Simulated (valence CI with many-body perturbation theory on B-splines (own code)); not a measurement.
E1 line list for La²³⁺

Level of theory: valence CI with perturbative core correlation (CI+MBPT): six valence electrons over a frozen Dirac-Fock core [Ar] 3d10, a basis of 9 s, 9 p, 8 d, 6 f, 3 g, 1 h functions for each j, with the one-electron correlation potential Σ1 (screened to all orders), the two-electron term Σ2, the three-electron term Σ3, Breit, model QED; selected single and double excitations, second order for the rest, scaled by the run's own slope (own B-spline code, finite nucleus).

No measured spectrum was set against this ion. As an estimate, levels hold to about 250 cm⁻¹ or 0.2 % of their energy and the worst to 1 %, as in measured heavy ions of charge 2 to 7; those with d or f electrons hold less well. Among the levels kept, up to 930 cm⁻¹ of a level comes from second order outside the variational space, and about a tenth of that is noise between levels of different J, which matters for small intervals.

Lines 1 to 50 of 90 in falling wavelength, among levels below 1111800 cm⁻¹, chosen from the strongest by gf and those to the six lowest levels. Wavelengths and rates use the calculated energies, so an error of 2000 cm⁻¹ moves a line at 333.5 Å by 0.67 % and its rate by three times that or more. Electric multipoles are in the length gauge, E1 and E2 with the static RPA response of the core. Weak lines are less certain than strong ones. Lines between different terms over intervals too small for the method are left out, as are lines whose strength nearly cancels. Where a level lies close to another of its J and parity, the split of strength between their lines is uncertain. The highest levels of a list are the least certain.

Levels are named by their leading jj configuration (3d3/2^4 stands for four electrons in 3d with j = 3/2), which in mixed levels can hold well under half, so a name can repeat and another be missing. Letters in brackets count levels of one name in rising energy.

| λ vac (Å) | Upper | Lower | A (s⁻¹) | S (a.u.) with core polarisation | S without |
| --- | --- | --- | --- | --- | --- |
| 333.5 | (4s 4p1/2^2 4p3/2^3) J=1 | (4s^2 4p3/2^4) J=0 | 7.74e+07 | 4.25e-03 | 4.59e-03 |
| 247.4 | (4s^2 4p1/2^2 4p3/2 4d3/2) J=1 | (4s^2 4p3/2^4) J=0 | 1.02e+08 | 2.29e-03 | 2.48e-03 |
| 227.2 | (4s 4p1/2^2 4p3/2^3) J=2 | (4s^2 4p1/2 4p3/2^3) J=2 | 2.45e+09 | 7.10e-02 | 7.68e-02 |
| 214.9 | (4s 4p1/2^2 4p3/2^3) J=2 | (4s^2 4p1/2 4p3/2^3) J=1 | 3.73e+09 | 9.13e-02 | 9.87e-02 |
| 214.7 | (4s 4p1/2 4p3/2^4) J=1 | (4s^2 4p3/2^4) J=0 | 2.87e+09 | 4.20e-02 | 4.55e-02 |
| 205.0 | (4s 4p1/2^2 4p3/2^3) J=1 | (4s^2 4p1/2 4p3/2^3) J=2 | 4.59e+09 | 5.86e-02 | 6.32e-02 |
| 198.7 | (4s^2 4p1/2^2 4p3/2 4d5/2) J=1 | (4s^2 4p3/2^4) J=0 | 7.69e+07 | 8.93e-04 | 9.62e-04 |
| 194.9 | (4s 4p1/2^2 4p3/2^3) J=1 | (4s^2 4p1/2 4p3/2^3) J=1 | 2.59e+09 | 2.84e-02 | 3.07e-02 |
| 185.9 | (4s^2 4p1/2 4p3/2^2 4d3/2) J=1 [a] | (4s^2 4p3/2^4) J=0 | 4.04e+08 | 3.85e-03 | 4.15e-03 |
| 177.3 | (4s^2 4p1/2^2 4p3/2 4d3/2) J=2 | (4s^2 4p1/2 4p3/2^3) J=2 | 9.13e+06 | 1.25e-04 | 1.35e-04 |
| 174.0 | (4s^2 4p1/2^2 4p3/2 4d3/2) J=3 | (4s^2 4p1/2 4p3/2^3) J=2 | 2.85e+07 | 5.19e-04 | 5.53e-04 |
| 169.7 | (4s^2 4p1/2^2 4p3/2 4d3/2) J=2 | (4s^2 4p1/2 4p3/2^3) J=1 | 3.61e+07 | 4.35e-04 | 4.73e-04 |
| 168.9 | (4s^2 4p1/2^2 4p3/2 4d3/2) J=1 | (4s^2 4p1/2 4p3/2^3) J=2 | 3.03e+08 | 2.16e-03 | 2.32e-03 |
| 167.8 | (4s^2 4p1/2^2 4p3/2 4d3/2) J=0 | (4s^2 4p1/2 4p3/2^3) J=1 | 2.09e+08 | 4.88e-04 | 5.35e-04 |
| 162.0 | (4s^2 4p1/2^2 4p3/2 4d3/2) J=1 | (4s^2 4p1/2 4p3/2^3) J=1 | 1.68e+09 | 1.05e-02 | 1.13e-02 |
| 161.6 | (4s^2 4p1/2 4p3/2^2 4d5/2) J=1 [a] | (4s^2 4p3/2^4) J=0 | 1.50e+09 | 9.39e-03 | 1.01e-02 |
| 159.0 | (4s^2 4p1/2^2 4p3/2 4d5/2) J=2 | (4s^2 4p1/2 4p3/2^3) J=2 | 8.16e+08 | 8.09e-03 | 8.71e-03 |
| 158.1 | (4s 4p1/2^2 4p3/2^3) J=2 | (4s^2 4p1/2^2 4p3/2^2) J=2 | 1.53e+10 | 1.50e-01 | 1.62e-01 |
| 157.2 | (4s 4p1/2^2 4p3/2^3) J=1 | (4s^2 4p1/2^2 4p3/2^2) J=0 | 6.12e+09 | 3.52e-02 | 3.80e-02 |
| 156.7 | (4s 4p1/2 4p3/2^4) J=0 | (4s^2 4p1/2 4p3/2^3) J=1 | 2.70e+10 | 5.14e-02 | 5.54e-02 |
| 152.9 | (4s 4p1/2 4p3/2^4) J=1 | (4s^2 4p1/2 4p3/2^3) J=2 | 3.03e+10 | 1.61e-01 | 1.74e-01 |
| 152.8 | (4s^2 4p1/2^2 4p3/2 4d5/2) J=2 | (4s^2 4p1/2 4p3/2^3) J=1 | 1.08e+09 | 9.52e-03 | 1.03e-02 |
| 150.8 | (4s^2 4p1/2^2 4p3/2 4d5/2) J=3 | (4s^2 4p1/2 4p3/2^3) J=2 | 4.60e+07 | 5.44e-04 | 5.77e-04 |
| 150.3 | (4s^2 4p1/2 4p3/2^2 4d3/2) J=1 [b] | (4s^2 4p3/2^4) J=0 | 2.35e+08 | 1.18e-03 | 1.27e-03 |
| 147.3 | (4s 4p1/2 4p3/2^4) J=1 | (4s^2 4p1/2 4p3/2^3) J=1 | 2.00e+09 | 9.45e-03 | 1.02e-02 |
| 147.0 | (4s 4p1/2^2 4p3/2^3) J=1 | (4s^2 4p1/2^2 4p3/2^2) J=2 | 2.47e+10 | 1.16e-01 | 1.25e-01 |
| 145.2 | (4s^2 4p1/2 4p3/2^2 4d5/2) J=1 [b] | (4s^2 4p3/2^4) J=0 | 1.23e+09 | 5.59e-03 | 6.05e-03 |
| 144.7 | (4s^2 4p1/2^2 4p3/2 4d5/2) J=1 | (4s^2 4p1/2 4p3/2^3) J=2 | 1.65e+09 | 7.39e-03 | 7.97e-03 |
| 140.3 | (4s^2 4p1/2 4p3/2^2 4d3/2) J=2 [a] | (4s^2 4p1/2 4p3/2^3) J=2 | 1.40e+08 | 9.51e-04 | 1.01e-03 |
| 139.6 | (4s^2 4p1/2^2 4p3/2 4d5/2) J=1 | (4s^2 4p1/2 4p3/2^3) J=1 | 1.96e+08 | 7.90e-04 | 8.49e-04 |
| 138.8 | (4s^2 4p1/2 4p3/2^2 4d3/2) J=1 [c] | (4s^2 4p3/2^4) J=0 | 2.02e+09 | 8.00e-03 | 8.58e-03 |
| 137.8 | (4s^2 4p1/2 4p3/2^2 4d3/2) J=1 [a] | (4s^2 4p1/2 4p3/2^3) J=2 | 1.22e+10 | 4.73e-02 | 5.10e-02 |
| 137.5 | (4s^2 4p1/2 4p3/2^2 4d3/2) J=3 | (4s^2 4p1/2 4p3/2^3) J=2 | 1.41e+07 | 1.26e-04 | 1.30e-04 |
| 135.5 | (4s^2 4p1/2 4p3/2^2 4d3/2) J=2 [a] | (4s^2 4p1/2 4p3/2^3) J=1 | 1.05e+08 | 6.42e-04 | 6.89e-04 |
| 135.1 | (4s^2 4p1/2^2 4p3/2 4d3/2) J=1 | (4s^2 4p1/2^2 4p3/2^2) J=0 | 4.69e+09 | 1.71e-02 | 1.84e-02 |
| 134.6 | (4s^2 4p1/2 4p3/2^2 4d3/2) J=0 | (4s^2 4p1/2 4p3/2^3) J=1 | 5.20e+09 | 6.26e-03 | 6.71e-03 |
| 134.0 | (4s^2 4p1/2 4p3/2^2 4d5/2) J=3 [a] | (4s^2 4p1/2 4p3/2^3) J=2 | 1.30e+08 | 1.08e-03 | 1.15e-03 |
| 133.2 | (4s^2 4p1/2 4p3/2^2 4d3/2) J=1 [a] | (4s^2 4p1/2 4p3/2^3) J=1 | 3.66e+08 | 1.28e-03 | 1.37e-03 |
| 132.2 | (4s^2 4p1/2^2 4p3/2 4d3/2) J=2 | (4s^2 4p1/2^2 4p3/2^2) J=2 | 3.37e+09 | 1.92e-02 | 2.06e-02 |
| 130.4 | (4s^2 4p1/2^2 4p3/2 4d3/2) J=3 | (4s^2 4p1/2^2 4p3/2^2) J=2 | 1.03e+09 | 7.87e-03 | 8.34e-03 |
| 128.1 | (4s^2 4p1/2 4p3/2^2 4d3/2) J=2 [b] | (4s^2 4p1/2 4p3/2^3) J=2 | 7.05e+07 | 3.65e-04 | 3.84e-04 |
| 127.5 | (4s^2 4p1/2^2 4p3/2 4d3/2) J=1 | (4s^2 4p1/2^2 4p3/2^2) J=2 | 3.24e+10 | 9.94e-02 | 1.06e-01 |
| 124.7 | (4s 4p1/2 4p3/2^4) J=1 | (4s^2 4p1/2^2 4p3/2^2) J=0 | 1.77e+09 | 5.07e-03 | 5.40e-03 |
| 124.1 | (4s^2 4p1/2 4p3/2^2 4d3/2) J=2 [b] | (4s^2 4p1/2 4p3/2^3) J=1 | 1.37e+09 | 6.45e-03 | 6.89e-03 |
| 123.9 | (4s^2 4p1/2 4p3/2^2 4d5/2) J=1 [a] | (4s^2 4p1/2 4p3/2^3) J=2 | 2.49e+10 | 7.02e-02 | 7.53e-02 |
| 121.7 | (4s^2 4p1/2^2 4p3/2 4d5/2) J=2 | (4s^2 4p1/2^2 4p3/2^2) J=2 | 4.67e+10 | 2.08e-01 | 2.22e-01 |
| 120.7 | (4s^2 4p1/2 4p3/2^2 4d5/2) J=2 [a] | (4s^2 4p1/2 4p3/2^3) J=2 | 8.91e+05 | 3.87e-06 | 5.76e-06 |
| 120.2 | (4s^2 4p1/2 4p3/2^2 4d5/2) J=1 [a] | (4s^2 4p1/2 4p3/2^3) J=1 | 2.01e+10 | 5.16e-02 | 5.50e-02 |
| 120.0 | (4s^2 4p1/2 4p3/2^2 4d5/2) J=2 [b] | (4s^2 4p1/2 4p3/2^3) J=2 | 5.45e+08 | 2.33e-03 | 2.52e-03 |
| 119.1 | (4s^2 4p1/2^2 4p3/2 4d5/2) J=1 | (4s^2 4p1/2^2 4p3/2^2) J=0 | 4.46e+10 | 1.12e-01 | 1.19e-01 |
